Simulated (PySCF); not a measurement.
CH3I3Sn, SMILES [I][Sn]([I])([I])[CH3].

The structure is a stationary point at PBE-D3(BJ)/def2-SVP. The def2 effective core potentials stand for the cores of I, Sn; spin–orbit coupling is left out.

Method: PBE-D3(BJ)/def2-SVP in PySCF 2.14.0.

Frequencies are harmonic and unscaled.

Modes within 1.5 cm⁻¹ of each other (mostly degenerate sets) share a row, with their intensities summed.

Q: List the normal modes with their intensities. (Estimate from the structure and the level; the computed values follow.)

A: 
| mode | ν (cm⁻¹) | IR (km/mol) | moving atoms (share of kinetic energy) |
|---|---|---|---|
| 1–2 | 48 | 0.6 | I 86 %, Sn 9 % |
| 3 | 63 | 0.0 | H 100 % |
| 4 | 67 | 1.5 | I 57 %, Sn 38 % |
| 5–6 | 102 | 1.7 | C 58 %, H 27 %, I 12 % |
| 7 | 166 | 4.7 | I 69 %, Sn 26 % |
| 8–9 | 208 | 71.1 | Sn 60 %, I 39 % |
| 10 | 497 | 10.3 | C 71 %, H 17 %, Sn 12 % |
| 11–12 | 740 | 92.6 | H 84 %, C 15 % |
| 13 | 1136 | 3.5 | H 83 %, C 17 % |
| 14–15 | 1366 | 4.5 | H 95 % |
| 16 | 2996 | 0.1 | H 98 % |
| 17–18 | 3130 | 2.3 | H 90 %, C 10 % |
